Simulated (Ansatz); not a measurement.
Reactions of `[OH][GeH2][S]S`.

Calculated with Ansatz (gas phase, PBE0-D4/def2-TZVP geometries, no zero-point term in ΔE). CCSD(T)/CBS is the MP2 limit (def2-TZVPP, def2-QZVPP) plus CCSD(T) − MP2 in def2-TZVPP, frozen cores. This one scheme is used for every species, atoms too. Functionals use def2-TZVPP. Open shells (•) are unrestricted, without spin–orbit coupling. Spin–orbit coupling would lower the free atoms: a little for O, S; clearly for Ge. def2 core potentials past Kr. For Ge, I, Te outer-core shells are correlated without core-valence functions, so the limit isn't a true one: a few kJ/mol of doubt a bond, and 10 to 20 or more in all where bonds break to atoms. Scalar relativity is left out up to krypton. One conformer a species, not always the lowest.

| reaction | CCSD(T)/CBS(def2) (kJ/mol) |
| --- | --- |
| `[OH][GeH2][S]S` + H₂ → `S[S][GeH3]` + H₂O | 11 |
| `[OH][GeH2][S]S` + SiH₄ → `[OH][GeH2][SiH3]` + `SS` | 49 |
| `[OH][GeH2][S]S` + `N[SiH](O)F` → `[OH][GeH2][NH][SiH](O)F` + `SS` | 20 |
| `[OH][GeH2][S]S` + H₂Te → `[OH][GeH2][TeH]` + `SS` | ? |
| `[OH][GeH2][S]S` + silanol → `[OH][GeH2][O][SiH3]` + `SS` | ? |
| `[OH][GeH2][S]S` + HI → `[OH][GeH2][I]` + `SS` | -33 |
| `[OH][GeH2][S]S` + `N[SiH](O)O` → `[OH][GeH2][NH][SiH](O)O` + `SS` | 17 |
| `[OH][GeH2][S]S` → Ge• + 4 H• + O• + 2 S• | 2362 |
| `[OH][GeH2][S]S` → `[OH][GeH]` + `SS` | ? |
| `[OH][GeH2][S]S` → `[OH][GeH2][S]`• + `[SH]`• | 280 |

Q: Fill in the missing values. (Estimate.)

A: Ansatz gave: `[OH][GeH2][S]S` + H₂Te → `[OH][GeH2][TeH]` + `SS`: -13.6 kJ/mol; `[OH][GeH2][S]S` + silanol → `[OH][GeH2][O][SiH3]` + `SS`: -1.1 kJ/mol; `[OH][GeH2][S]S` → `[OH][GeH]` + `SS`: +157.9 kJ/mol.

Largest T1 diagnostic: 0.016, for `[OH][GeH]`.
